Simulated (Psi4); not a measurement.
Intermolecular potential of C2H7AlO ··· H3N (SMILES [CH3][Al]([CH3])[OH] and N). Monomers: optimised at B3LYP-D3(BJ) (def2-TZVP), held rigid. Orientation: lowest of the rigid-body minima from ten starts at GFN2-xTB (searched outside a hard wall at short contacts). The monomers approach along the line of their centres of mass (distance R); nothing else relaxes. The shortest distances reach bonding range, where SAPT0 and rigid monomers are unreliable.

Method: SAPT0/jun-cc-pVDZ, frozen core (Psi4).

Components in kJ/mol:

| R / Å | electrostatics | exchange | induction | dispersion | total |
|---|---|---|---|---|---|
| 1.91 | -441.63 | 580.69 | -108.12 | -56.57 | -25.62 |
| 2.14 | -266.28 | 314.00 | -76.98 | -39.13 | -68.39 |
| 2.32 | -179.78 | 193.34 | -54.94 | -29.39 | -70.78 |
| 2.49 | -125.19 | 121.82 | -38.29 | -22.46 | -64.12 |
| 2.68 | -84.90 | 72.45 | -24.75 | -16.65 | -53.85 |
| 3.00 | -46.29 | 30.02 | -11.47 | -10.10 | -37.85 |
| 3.34 | -25.99 | 11.65 | -5.14 | -6.01 | -25.49 |
| 3.80 | -13.17 | 3.12 | -1.88 | -3.06 | -14.99 |
| 4.54 | -5.43 | 0.34 | -0.48 | -1.12 | -6.69 |
| 5.55 | -2.13 | 0.01 | -0.12 | -0.34 | -2.58 |
| 6.80 | -0.85 | 0.00 | -0.03 | -0.10 | -0.99 |
